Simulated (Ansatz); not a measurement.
C3H9LiOSi, SMILES `[Li][O][Si](C)(C)C` at its PBE0-D4/def2-TZVP geometry, where that method's forces vanish. The species carries charge 0 and has multiplicity 1.

```xyz
15

Li   -1.0401   -0.8760   -3.2587
O    -0.5640   -0.4755   -1.7677
Si   -0.0916   -0.0773   -0.2871
C     1.6749   -0.6404    0.0440
C    -1.1930   -0.8676    1.0203
C    -0.1506    1.7871   -0.0264
H     1.7635   -1.7261   -0.0579
H     2.0035   -0.3720    1.0527
H     2.3697   -0.1822   -0.6662
H    -0.8761   -0.6002    2.0329
H    -2.2322   -0.5468    0.9004
H    -1.1708   -1.9586    0.9410
H    -1.1657    2.1690   -0.1711
H     0.1701    2.0657    0.9820
H     0.5024    2.3010   -0.7381
```

**Question.** What forces (eV/Å) does PBE-D4/def2-TZVPP give on these atoms in Ansatz 0.2.0? (Best estimate.)

**Answer.** Computed: 
```
Li1 -0.054 -0.045 -0.168
O2  -0.149 -0.126 -0.468
Si3  0.136  0.115  0.426
C4  -0.029  0.009 -0.005
C5   0.018  0.013 -0.021
C6   0.001 -0.030 -0.004
H7   0.025 -0.204 -0.017
H8   0.070  0.047  0.188
H9   0.137  0.082 -0.131
H10  0.053  0.046  0.194
H11 -0.198  0.056 -0.016
H12 -0.001 -0.207 -0.009
H13 -0.189  0.080 -0.026
H14  0.059  0.061  0.188
H15  0.121  0.104 -0.131
```
